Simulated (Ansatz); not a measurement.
## Molecular dynamics, step by step

BNH₂Br (SMILES [NH-]BBr) (charge -1), closed shell, PBE0-D4/6-31G (Ansatz 0.2.0). Settings (timestep in fs, temperature in K; T counts 9 degrees of freedom):

```yaml
hamiltonian: {xc: pbe0, dispersion: d4}
md: {n_steps: 40, timestep: 0.25, temperature: 200, ensemble: nvt_nose_hoover, seed: 566, initial_velocities: maxwell_boltzmann}
```

Start (the SMILES describes the start alone):

```xyz
5
angstrom
N -0.4552 -1.0068 -0.1231
B 0.3649 -0.0401 0.1976
Br 0.0243 2.0554 -0.2249
H -1.3391 -0.8913 -0.5999
H 1.4051 -0.1172 0.7503
```

| step | time (fs) | potential energy less the start (meV) | kinetic energy (meV) | T (K) |
| --- | --- | --- | --- | --- |
| 0 | 0.00 | 0.0 | 77.6 | 200 |
| 2 | 0.50 | -2.4 | 79.9 | 206 |
| 4 | 1.00 | -4.3 | 81.9 | 211 |
| 6 | 1.50 | -5.6 | 83.1 | 214 |
| 8 | 2.00 | -6.0 | 83.5 | 215 |
| 10 | 2.50 | -5.6 | 83.1 | 214 |
| 12 | 3.00 | -4.4 | 81.9 | 211 |
| 14 | 3.50 | -2.6 | 80.1 | 207 |
| 16 | 4.00 | -0.1 | 77.6 | 200 |
| 18 | 4.50 | 3.1 | 74.4 | 192 |
| 20 | 5.00 | 7.1 | 70.4 | 182 |
| 22 | 5.50 | 11.9 | 65.7 | 169 |
| 24 | 6.00 | 17.2 | 60.3 | 156 |
| 26 | 6.50 | 22.7 | 54.8 | 141 |
| 28 | 7.00 | 28.0 | 49.6 | 128 |
| 30 | 7.50 | 32.5 | 45.0 | 116 |
| 32 | 8.00 | 36.3 | 41.3 | 107 |
| 34 | 8.50 | 39.2 | 38.4 | 99 |
| 36 | 9.00 | 41.6 | 35.9 | 93 |
| 38 | 9.50 | 43.7 | 33.8 | 87 |
| 40 | 10.00 | 45.6 | 32.0 | 83 |

Step 24, positions (Å) and forces (eV/Å):

```csv
atom,x,y,z,Fx,Fy,Fz
N1,-0.461,-1.018,-0.143,0.347,-0.278,0.557
B2,0.362,-0.048,0.228,0.508,-0.369,-0.303
Br3,0.025,2.058,-0.226,-0.228,0.650,-0.057
H4,-1.387,-0.959,-0.536,-0.113,0.256,-0.168
H5,1.489,-0.016,0.696,-0.513,-0.260,-0.029
```

Step 26, positions (Å) and forces (eV/Å):

| atom | x | y | z | Fx | Fy | Fz |
| --- | --- | --- | --- | --- | --- | --- |
| N1 | -0.462 | -1.019 | -0.144 | 0.584 | -0.166 | 0.681 |
| B2 | 0.363 | -0.048 | 0.231 | 0.375 | -0.467 | -0.400 |
| Br3 | 0.025 | 2.058 | -0.226 | -0.237 | 0.654 | -0.054 |
| H4 | -1.388 | -0.962 | -0.531 | -0.219 | 0.271 | -0.217 |
| H5 | 1.491 | -0.009 | 0.692 | -0.503 | -0.291 | -0.011 |

Step 30, positions (Å) and forces (eV/Å):

```
atom       x       y       z      Fx      Fy      Fz
  N1  -0.464  -1.023  -0.147   0.909   0.031   0.860
  B2   0.365  -0.050   0.236   0.071  -0.638  -0.599
 Br3   0.025   2.059  -0.226  -0.251   0.657  -0.046
  H4  -1.392  -0.965  -0.522  -0.313   0.292  -0.263
  H5   1.493   0.002   0.683  -0.416  -0.342   0.048
```

Last step (40):

| atom | x (Å) | y (Å) | z (Å) |
| --- | --- | --- | --- |
| N1 | -0.4652 | -1.0306 | -0.1510 |
| B2 | 0.3692 | -0.0573 | 0.2448 |
| Br3 | 0.0254 | 2.0611 | -0.2265 |
| H4 | -1.4116 | -0.9607 | -0.5098 |
| H5 | 1.4822 | 0.0143 | 0.6645 |

Hardware: 2 CPU threads of an Arm Neoverse V1, shared host. Wall time about 40 s.
